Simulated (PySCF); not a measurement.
C₃H₅NOSi. Atoms are numbered in the order given.

```xyz
11

C     -1.1723    -2.2804     0.0000
C      0.1608    -2.0784     0.0000
Si     0.9388    -0.3915     0.0000
O     -0.4257     0.6923     0.0000
C     -0.3577     1.9797     0.0000
N     -0.3380     3.1573     0.0000
H     -1.8852    -1.4389     0.0000
H     -1.6049    -3.2952     0.0000
H      0.8361    -2.9546     0.0000
H      1.7488    -0.0980     1.2279
H      1.7488    -0.0980    -1.2279
```
Charge 0, spin multiplicity 1.

Geometry: PBE-D3(BJ)/def2-SVP. This is a generated structure with no PubChem entry under its InChIKey; it may be hypothetical. One conformer was computed; it need not be the lowest.

The numbers are results of PBE/pcSseg-1 (PySCF), not measurements.

GIAO shieldings, no solvent; atoms alike by connectivity are averaged. δ = σ(ref) − σ: ¹³C against TMS (σ = 182.0 ppm); ²⁹Si against TMS (σ = 335.4 ppm); ¹⁷O against H2O (σ = 334.3 ppm); ¹⁵N against NH3 (σ = 267.0 ppm); ¹H against TMS (σ = 31.49 ppm), references at their B3LYP-D3(BJ)/def2-TZVP geometries, non-relativistic.

Computed chemical shifts:
```
nucleus     atoms  count  δ (ppm)
-------  --------  -----  -------
¹³C            C1      1    151.9
¹³C            C2      1    135.3
¹³C            C5      1    114.7
²⁹Si          Si3      1     -0.1
¹⁷O            O4      1     54.9
¹⁵N            N6      1    190.1
¹H         H7, H8      2     7.09
¹H             H9      1     6.46
¹H       H10, H11      2     5.96
```
